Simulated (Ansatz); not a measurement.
Reaction (formal exchange of groups at a B–N bond): `NB[SiH2]O` + `OC1=CC1` → `B[SiH2]O` + `NC1=C(O)C1`

Gas-phase electronic energies from Ansatz, PBE0-D4/def2-TZVP geometries. CBS: MP2 limit from def2 TZ/QZ plus the TZ coupled-cluster correction, frozen cores. One conformer a species, not always the lowest.

| species | CCSD/def2-SVP energy (Eh) |
| --- | --- |
| `NB[SiH2]O` | -446.86759 |
| `OC1=CC1` | -191.15119 |
| `B[SiH2]O` | -391.62708 |
| `NC1=C(O)C1` | -246.31207 |

(1) Work out ΔE.

(2) What do rigid-rotor, harmonic-oscillator terms from PBE0-D4/def2-TZVP frequencies (298.15 K, 1 bar) make of the CCSD(T)/CBS value? (Estimate.)

Largest T1 diagnostic among the species: 0.013.

Answers

(1) ΔE = (-391.62708) + (-246.31207) − (-446.86759) − (-191.15119) = 0.07963 Eh = +209.1 kJ/mol. CCSD(T)/CBS gives +206.0 kJ/mol.

(2) The calculation gave: ΔZPE = -10.1 kJ/mol, ΔH = +197.6 kJ/mol, ΔS = 6 J/(mol·K), ΔG = +195.7 kJ/mol.

At CCSD(T), def2-SVP lies +4.9 kJ/mol from the extrapolated value and def2-TZVPP −0.3 kJ/mol. In def2-TZVPP, CCSD(T) changes the Hartree–Fock value by +11.6 kJ/mol (the triples alone add +1.9 kJ/mol) and MP2 by +13.2 kJ/mol.
